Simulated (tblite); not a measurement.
C5H5FNP.
SMILES: `Cc1cpc(F)cn1`

Method: GFN2-xTB as coded in tblite; computed harmonic values from a numerical Hessian at the method's own geometry, unscaled. This tight-binding method is rough: wavenumbers can miss measured ones by several per cent, in bad cases by 10 to 20.

Harmonic wavenumbers (cm⁻¹): 43.0, 106.2, 220.9, 283.7, 345.0, 358.0, 388.7, 402.6, 473.5, 633.4, 698.2, 733.6, 812.5, 872.4, 882.7, 979.9, 1020.7, 1025.5, 1132.2, 1179.7, 1246.0, 1298.6, 1359.3, 1389.0, 1446.9, 1466.9, 1475.3, 1533.6, 3018.8, 3027.9, 3034.6, 3044.8, 3069.2.

A = 3595, B = 1369, C = 997.5 MHz; mass 129.014 u (most abundant isotopes); point group Cs, symmetry number 1.

Task: What is the zero-point energy?

Result: Half the sum of the wavenumbers: 19502 cm⁻¹ = 233.29 kJ/mol.

Task: Give the ideal-gas entropy at 350 K and 1 bar in the rigid-rotor, harmonic-oscillator model (classical rotation).

Result: Translation 172.80, rotation 121.55, vibration 94.86: S = 389.2 J/(mol K).

Task: And Cp and H(350 K) − H(0)?

Result: Cp = 139.04 J/(mol K), of which vibrations give 105.78 (their classical limit is 33 R = 274.4); H(350 K) − H(0) = 29.57 kJ/mol without the zero-point energy, 17.93 from vibrations.

Task: Which modes carry the vibrational entropy at 350 K?

Result: 43.0 cm⁻¹: 22.73; 106.2 cm⁻¹: 15.27; 220.9 cm⁻¹: 9.40; 283.7 cm⁻¹: 7.49; 345.0 cm⁻¹: 6.07; 358.0 cm⁻¹: 5.81 J/(mol K); the other 27 give 28.08 together.

Task: How do the functions run with temperature in this model?

Result: 
```tsv
T (K)	S (J/(mol K))	Cp (J/(mol K))	H − H(0) (kJ/mol)	G − H(0) (kJ/mol)	ln q(vib)
100	274.0	59.6	4.55	-22.86	1.10
200	325.5	92.4	12.16	-52.94	2.67
300	369.0	124.0	22.99	-87.70	4.37
500	445.5	177.2	53.43	-169.34	7.91
800	540.3	224.9	114.49	-317.77	13.06
1000	592.7	244.2	161.52	-431.20	16.26
```

q(vib) and H(0) count from the zero-point level.

Hindered rotation and anharmonicity are outside this model.
